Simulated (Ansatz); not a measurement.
Si(CCH)2H2 (C4H4Si). Charge 0, multiplicity 1. Geometry PBE0-D4/def2-SVP.

| atom | x (Å) | y (Å) | z (Å) |
| --- | --- | --- | --- |
| Si1 | -0.422 | -0.621 | 0.589 |
| C2 | -1.029 | 1.072 | 0.234 |
| C3 | -1.438 | 2.193 | 0.004 |
| H4 | -1.799 | 3.186 | -0.201 |
| C5 | 1.115 | -0.944 | -0.356 |
| C6 | 2.136 | -1.166 | -0.979 |
| H7 | 3.038 | -1.361 | -1.531 |
| H8 | -1.461 | -1.611 | 0.193 |
| H9 | -0.140 | -0.748 | 2.047 |

(1) Estimate the orbital energies around the gap (eV) in Ansatz with HF/STO-3G, r2SCAN-D4/def2-TZVP, PBE0-D4/def2-TZVP, r2SCAN0-D4/def2-TZVP, BHLYP-D4/def2-TZVP.

Answers

(1) 
```csv
orbital,HF/STO-3G,r2SCAN-D4/def2-TZVP,PBE0-D4/def2-TZVP,r2SCAN0-D4/def2-TZVP,BHLYP-D4/def2-TZVP
HOMO−5,-12.93,-10.02,-11.11,-11.37,-12.53
HOMO−4,-12.52,-9.43,-10.49,-10.72,-11.80
HOMO−3,-9.00,-7.61,-8.59,-8.76,-9.65
HOMO−2,-8.96,-7.49,-8.47,-8.64,-9.50
HOMO−1,-8.79,-7.32,-8.29,-8.45,-9.30
HOMO,-8.70,-7.25,-8.21,-8.37,-9.26
LUMO,9.40,-1.25,-0.52,-0.40,0.55
LUMO+1,9.47,-1.20,-0.48,-0.36,0.57
LUMO+2,10.30,-0.63,0.02,0.21,1.02
LUMO+3,10.98,-0.33,0.45,0.60,1.59
LUMO+4,12.67,1.42,1.67,2.04,2.36
LUMO+5,14.60,1.73,1.91,2.37,2.66
```
